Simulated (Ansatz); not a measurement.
Program: Ansatz. Geometries: PBE0-D4/def2-TZVP. ΔE: electronic, gas phase. CBS: MP2 limit from def2 TZ/QZ plus the TZ coupled-cluster correction, frozen cores. This one scheme is used for every species. Functionals use def2-TZVPP. def2 core potentials past Kr. For Hf, I outer-core shells are correlated without core-valence functions, which leaves a few kJ/mol of doubt a bond. One conformer a species, not always the lowest.

Reaction (ligand exchange at the Hf–I bond): `[F][Hf]([F])([Cl])[I]` + H₂S → `[F][Hf]([F])([SH])[Cl]` + HI

```json
{"level": "revPBE-D4", "ΔE (kJ/mol)": "49.2", "difference from CCSD(T)/CBS": "-8.5"}
{"level": "B97M-V", "ΔE (kJ/mol)": "48.3", "difference from CCSD(T)/CBS": "-9.4"}
{"level": "r2SCAN0-D4", "ΔE (kJ/mol)": "57.0", "difference from CCSD(T)/CBS": "-0.7"}
{"level": "BHLYP-D4", "ΔE (kJ/mol)": "59.4", "difference from CCSD(T)/CBS": "1.7"}
{"level": "CAM-B3LYP-D4", "ΔE (kJ/mol)": "53.2", "difference from CCSD(T)/CBS": "-4.5"}
{"level": "r2SCANh", "ΔE (kJ/mol)": "55.3", "difference from CCSD(T)/CBS": "-2.4"}
{"level": "RPA@PBE/def2-TZVPP", "ΔE (kJ/mol)": "53.6", "difference from CCSD(T)/CBS": "-4.1"}
{"level": "MP2/def2-SVP", "ΔE (kJ/mol)": "56.3", "difference from CCSD(T)/CBS": "-1.4"}
{"level": "HF/def2-TZVPP", "ΔE (kJ/mol)": "64.7", "difference from CCSD(T)/CBS": "7.0"}
{"level": "MP2/def2-TZVPP", "ΔE (kJ/mol)": "62.2", "difference from CCSD(T)/CBS": "4.5"}
{"level": "SCS-MP2/def2-TZVPP", "ΔE (kJ/mol)": "60.1", "difference from CCSD(T)/CBS": "2.4"}
{"level": "CCSD(T)/def2-TZVPP", "ΔE (kJ/mol)": "55.6", "difference from CCSD(T)/CBS": "-2.1"}
{"level": "HF/def2-QZVPP", "ΔE (kJ/mol)": "65.5", "difference from CCSD(T)/CBS": "7.8"}
{"level": "SCS-MP2/def2-QZVPP", "ΔE (kJ/mol)": "61.2", "difference from CCSD(T)/CBS": "3.5"}
{"level": "HF/CBS(def2)", "ΔE (kJ/mol)": "65.6", "difference from CCSD(T)/CBS": "7.9"}
{"level": "CCSD/CBS(def2)", "ΔE (kJ/mol)": "58.2", "difference from CCSD(T)/CBS": "0.5"}
{"level": "CCSD(T)/CBS", "ΔE (kJ/mol)": "57.7", "difference from CCSD(T)/CBS": "0"}
```

Largest T1 diagnostic among the species: 0.016.

At CCSD(T), def2-SVP lies −5.4 kJ/mol from the extrapolated value and def2-TZVPP −2.1 kJ/mol. From BLYP to BHLYP (50 % exact exchange), in def2-TZVPP and without D4, ΔE moves by +8.4 kJ/mol.
